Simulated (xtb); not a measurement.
(3R)-1-fluoro-3-methylcyclobutene (C5H7F), SMILES C1[C@H](C)CC=1F. All values are semi-empirical tight-binding results from xtb (GFN2-xTB unless named), good for trends rather than for accurate numbers. Coordinates come from a GFN2-xTB optimisation.

Optimised geometry:

Bond lengths (Å): C1–C2 1.519, C1–H7 1.088, C1–H8 1.088, C1–H9 1.087, C2–C3 1.516, C2–C6 1.559, C2–H10 1.092, C3–C4 1.324, C3–H11 1.072, C4–F5 1.338, C4–C6 1.495, C6–H12 1.089, C6–H13 1.088. Angles (°): C2–C1–H7 110.4, C2–C1–H8 110.2, C2–C1–H9 110.4, H7–C1–H8 108.5, H7–C1–H9 108.8, H8–C1–H9 108.5, C1–C2–C3 115.9, C1–C2–C6 115.8, C1–C2–H10 110.3, C3–C2–C6 86.7, C3–C2–H10 113.5, C6–C2–H10 113.0, C2–C3–C4 92.2, C2–C3–H11 132.4, C4–C3–H11 135.4, C3–C4–F5 134.0, C3–C4–C6 96.8, F5–C4–C6 129.1, C2–C6–C4 84.3, C2–C6–H12 115.6, C2–C6–H13 114.7, C4–C6–H12 115.6, C4–C6–H13 115.4, H12–C6–H13 109.5.

Computed properties:
- orbital gap: 5.12 eV
- dipole moment: 2.39 D
- zero-point energy: 66.2 kcal/mol
- G − E(el) at 298.15 K (modified RRHO): 47.8 kcal/mol
- static polarisability (D4 model): 57.6 bohr³
- solvation energy, GFN2-xTB/ALPB(water): -1.7 kcal/mol
- solvation energy, GFN2-xTB/ALPB(dmf): -4.9 kcal/mol

Computed IR lines (harmonic; lines under 4 % of the strongest left out, lines within 3 cm⁻¹ merged):
ν (cm⁻¹): 417 (w), 641 (w), 778 (m), 849 (w), 993 (m), 1048 (w), 1082 (w), 1167 (w), 1209 (w), 1284 (vs), 1449 (w), 1730 (vs), 2954 (m), 3000 (m), 3012 (m), 3034 (m), 3038 (m), 3042 (m), 3157 (m) (against the strongest line: vs over 80 %, s over 45 %, m over 15 %, w over 4 %, vw less)

Computed atomic charges and the Wiberg bond orders between heavy atoms:
charges (e) C1 -0.11, C2 -0.01, C3 -0.08, C4 0.16, F5 -0.22, C6 -0.08, H7 0.04, H8 0.05, H9 0.04, H10 0.04, H11 0.05, H12 0.05, H13 0.06. Bond orders C1–C2 1.01, C2–C3 1.00, C3–C4 1.83, C4–F5 0.96, C2–C6 0.97, C4–C6 1.01.
